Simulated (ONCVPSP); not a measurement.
# Potentials for vanadium compared

Generated with ld1.x 7.5 (TM, RRKJ, ultrasoft, PAW), atompaw 4.2 or ONCVPSP 4.0.1. The cutoff is in Ry: for ld1.x and atompaw files where the sum of valence levels is converged to 10 mRy in a Bessel basis, for ONCV files where the hardest occupied wave has 1 mHa per electron of residual kinetic energy. The error is the largest all-electron minus pseudo excitation energy over each file’s own four to seven test configurations (ionisations up to +4, promotions, holes and added fractions of an electron), all of which were solved. The labels leave out finer settings (local radius, basis sizes, second energies), which also bear on the numbers. Spin-polarised tests are not counted. The rows are a selection from randomly drawn settings: files with unsolved tests, undetermined cutoffs or missed reference levels are left out.

| potential | cutoff (Ry) | largest error (meV) | bound ghosts |
| --- | --- | --- | --- |
| ONCV, LDA (Perdew-Wang 92), scalar-relativistic, rc 1.85/1.95/2.00 (spd), local smoothed, core correction yes, reference 3s2 3p6 3d3 4s1.5 4p0.5, qcut 5.1/5.5/8.1, projectors 2/3/1 | 48 | +49 | none |
| ONCV, PBEsol, scalar-relativistic, rc 1.70/1.10/1.60 (spd), local smoothed, core correction no, reference 3s2 3p6 3d3 4s0.5, qcut 5.4/6.1/8.4, projectors 2/1/2 | 67 | +12 | none |
| ONCV, PBE, scalar-relativistic, rc 2.80/1.35/2.40 (spd), local smoothed, core correction yes, reference 3p6 3d4 4s1, qcut 2.6/9.3/5.1, projectors 2/2/2 | 46 | +134 | none |
| ONCV, PBEsol, scalar-relativistic, rc 1.55/1.50/1.30 (spd), local smoothed, core correction yes, reference 3s2 3p6 3d3 4s2, qcut 9.2/9.8/11.5, projectors 2/2/2 | 97 | +6.3 | none |
| ONCV, LDA (Perdew-Wang 92), scalar-relativistic, rc 1.50/1.20/2.15 (spd), local smoothed, core correction yes, reference 3s2 3p6 3d2, qcut 6.3/11.8/8.7, projectors 2/3/3 | 63 | +171 | none |

Fill in the row for V: ONCV, PW91, scalar-relativistic, rc 1.55/1.45/1.45 (spd), local d, core correction no, reference 3s2 3p6 3d3 4s2, qcut 9.1/10.4/9.5, projectors 3/2/0.

cutoff 76 Ry, largest error -66 meV, bound ghosts: none.

Fill in the row for V: ONCV, LDA (Perdew-Wang 92), scalar-relativistic, rc 1.55/1.90/1.75 (spd), local smoothed, core correction yes, reference 3s2 3p6 3d3 4s1 4p1, qcut 7.5/8.4/11, projectors 2/2/1.

cutoff 73 Ry, largest error -249 meV, bound ghosts: none.
